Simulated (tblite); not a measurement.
Start geometry of `C=CCC(=O)O[SiH2]P` from a force field or distance geometry (Å):
```
atom  x, y, z in Å
C1    -2.6586    0.4623   -1.3591
C2    -2.6957    0.0333   -0.1420
C3    -1.5835   -0.0941    0.8341
C4    -0.2629    0.3295    0.4073
O5     0.0735    0.7811   -0.6936
O6     0.7676    0.1996    1.3474
Si7    2.3942    0.6689    0.9461
P8     3.0056   -0.0393   -1.0384
H9    -1.8187    0.8280   -1.9171
H10   -3.6288    0.4694   -1.9135
H11   -3.6927   -0.3051    0.2412
H12   -1.9495    0.4023    1.7690
H13   -1.5124   -1.1928    1.0961
H14    2.6274    2.1106    1.0158
H15    3.2718    0.0436    1.9427
H16    3.6664    1.0506   -1.7210
H17    3.9892   -1.0865   -0.8248
```

Question: What comes out of this run: GFN2-xTB geometry optimisation, gas phase in tblite?

Answer: 
```
atom  x, y, z in Å
C1    -3.0412    0.6983   -1.0028
C2    -2.1685    0.5936   -0.0197
C3    -1.4118   -0.6616    0.3004
C4     0.0685   -0.4163    0.1041
O5     0.7352   -0.9862   -0.7210
O6     0.5507    0.5028    0.9162
Si7    2.1457    1.0101    0.9374
P8     3.2797   -0.3802   -0.3677
H9    -3.2766   -0.1349   -1.6438
H10   -3.5625    1.6185   -1.2025
H11   -1.9349    1.4393    0.6124
H12   -1.5711   -0.9271    1.3484
H13   -1.7211   -1.4843   -0.3438
H14    1.9982    2.4224    0.5822
H15    2.4795    0.8331    2.3482
H16    2.9422    0.2092   -1.5731
H17    4.4810    0.3248   -0.2847
```

The energy falls by 1.218 eV over 297 L-BFGS steps, the largest force on an atom goes from 4.37 to 0.009 eV/Å, and the atoms move by 1.291 Å rms after alignment. The bond that changes most is C4–O6 (carbonyl carbon to oxygen singly bound to a carbonyl carbon), which shortens by 0.083 Å. Bonds longer at the end by more than 0.005 Å: 4 of 16; shorter: 10. Among the angles that change most is H16–P8–H17, from 107.7° to 92.7°. Among the dihedrals that turn most is H11–C2–C3–C4, from 180° to -62°. Rotational constants go from 2960, 714.4, 607.0 to 3239, 712.4, 639.7 MHz. The orientation of the end geometry is arbitrary; only internal coordinates are fixed.

The run took 2.5 s on one thread of an Arm Neoverse V1, on a shared host.

Its GFN2-xTB frequencies are all real (lowest 20 cm⁻¹). The numbers are those of one conformer. 3 starts were optimised and ended at 0.00, 1.38 and 1.67 kcal/mol (GFN2-xTB); the lowest of these is shown.

The numbers are calculated, not measured.
